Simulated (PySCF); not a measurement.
**Computed properties of HgI, SMILES [I][Hg+], charge +1**

HgI, SMILES [I][Hg+], charge +1. Geometry optimised at B3LYP-D3(BJ)/def2-TZVP. The multiplicity is an assumed one; other spin states were not compared. The def2 effective core potentials stand for the cores of Hg, I; spin–orbit coupling is left out. The values are those of a single conformer. All values are computed for the isolated molecule unless a solvent is named; none is compared with measurement here.

**Structure.** The optimised structure has C∞v symmetry. All 1 harmonic modes at B3LYP-D3(BJ)/def2-TZVP (PySCF) are real, so it is a minimum.

**Vibrations.** No mode carries more than 0.5 km/mol of infrared intensity. The softest mode is at 179 cm⁻¹ and the zero-point energy is 0.3 kcal/mol.

**Electronic structure.** CAM-B3LYP/def2-TZVPD (PySCF) places the frontier levels at -14.60 and -9.79 eV, a gap of 4.81 eV and a mean polarisability of 57.5 bohr³. PBE/def2-TZVPD (PySCF) at the same geometry gives -12.29 and -11.54 eV, so its gap is 4.06 eV narrower. An orbital gap is neither the optical nor the fundamental gap.

**Excitations.** TDDFT-B3LYP/def2-TZVPD (PySCF) has S1 at 1.11 eV (1116 nm, f = 0.002, dark); the most intense of the 10 singlets computed lies at 6.64 eV (f = 0.33). Strengths of degenerate partners are summed. T1 (TDA) is at 0.61 eV. TDDFT-PBE/def2-TZVPD (PySCF) puts S1 at 0.99 eV.
